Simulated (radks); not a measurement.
Results of a calculation; reference values are marked as such.
All-electron atom: Ge4+ in [Ar] 3d10.

Level of theory: non-relativistic Kohn-Sham, exchange-only PBE, spin-polarised, spherical densities, point nucleus (a radial shooting solver on a logarithmic mesh with Libxc functionals).

Energy parts (eV):
| part | energy |
|---|---|
| total | -56366.950 |
| kinetic | 56366.950 |
| electron-nucleus | -133587.781 |
| Hartree | 22922.645 |
| exchange | -2068.764 |

Orbitals (lengths in bohr, moments of r in powers of bohr; <r^-3> diverges for s and p1/2; r(max) is where P^2 peaks):
| orbital | occ. | eigenvalue (eV) | <r^-3> | r(max) | <r^2> |
|---|---|---|---|---|---|
| 1s | 2 | -10852.84 | - | 0.03158 | 0.003068 |
| 2s | 2 | -1384.771 | - | 0.1795 | 0.05387 |
| 2p | 6 | -1238.256 | 939.5 | 0.1426 | 0.04198 |
| 3s | 2 | -210.2131 | - | 0.5515 | 0.4641 |
| 3p | 6 | -161.6587 | 126.2 | 0.5468 | 0.4973 |
| 3d | 10 | -77.1870 | 14.50 | 0.5015 | 0.6474 |

The highest occupied level is 3d at -77.187 eV. For comparison, the ionisation energy in NIST's Atomic Spectra Database is 90.50 eV (measured). In exact Kohn-Sham theory the highest level is minus the ionisation energy, but local and semilocal functionals leave it too shallow, through self-interaction and a potential that decays too fast; potentials with the right tail come closer. The electron density at the nucleus is 2.248e+04 e/bohr^3. Summed over all electrons, <r^2> = 10.75 bohr^2, which gives a Langevin (diamagnetic) susceptibility term of -8.52 x 10^-6 cm^3/mol. The density falls to 0.001 e/bohr^3 at r = 2.36 bohr.
